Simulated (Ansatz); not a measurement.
One change: `C[NH][Al]([CH3])[Cl]` becomes `C#[C][Al]([CH3])[NH]C`.

Ansatz, PBE0-D4/def2-TZVP geometries, multiplicity 1. Each molecule was computed in one conformer, which needn't be the lowest.

```
                                          property  `C[NH][Al]([CH3])[Cl]`
               HOMO energy (B3LYP/def2-TZVPP) / eV                   -6.69
             HOMO–LUMO gap (B3LYP/def2-TZVPP) / eV                    6.46
                 LUMO energy (PBE/def2-TZVPP) / eV                   -0.74
    size of the dipole moment (PBE/def2-TZVPP) / D                    2.23
size of the dipole moment (ωB97M-V/def2-TZVPP) / D                    2.19
                LUMO energy (PBE0/def2-TZVPP) / eV                    0.04
```

Q: Give the same properties after the change, and the shifts. (Best estimate.)

A: The calculation gave: 
```json
{"property": "HOMO energy (B3LYP/def2-TZVPP) / eV", "`C#[C][Al]([CH3])[NH]C`": "-6.51", "shift": "0.18"}
{"property": "HOMO–LUMO gap (B3LYP/def2-TZVPP) / eV", "`C#[C][Al]([CH3])[NH]C`": "5.77", "shift": "-0.69"}
{"property": "LUMO energy (PBE/def2-TZVPP) / eV", "`C#[C][Al]([CH3])[NH]C`": "-1.36", "shift": "-0.62"}
{"property": "size of the dipole moment (PBE/def2-TZVPP) / D", "`C#[C][Al]([CH3])[NH]C`": "0.82", "shift": "-1.41"}
{"property": "size of the dipole moment (ωB97M-V/def2-TZVPP) / D", "`C#[C][Al]([CH3])[NH]C`": "0.66", "shift": "-1.53"}
{"property": "LUMO energy (PBE0/def2-TZVPP) / eV", "`C#[C][Al]([CH3])[NH]C`": "-0.54", "shift": "-0.58"}
```

With PBE0 the HOMO rises by 0.20 eV and the LUMO falls by 0.58 eV, so the gap narrows by about 0.78 eV. PBE moves the HOMO by 0.15 eV and ωB97M-V by 0.20 eV. Dipoles are sizes alone; their direction can turn.

B3LYP here is the variant with VWN-RPA as its local correlation; programs differ in this.
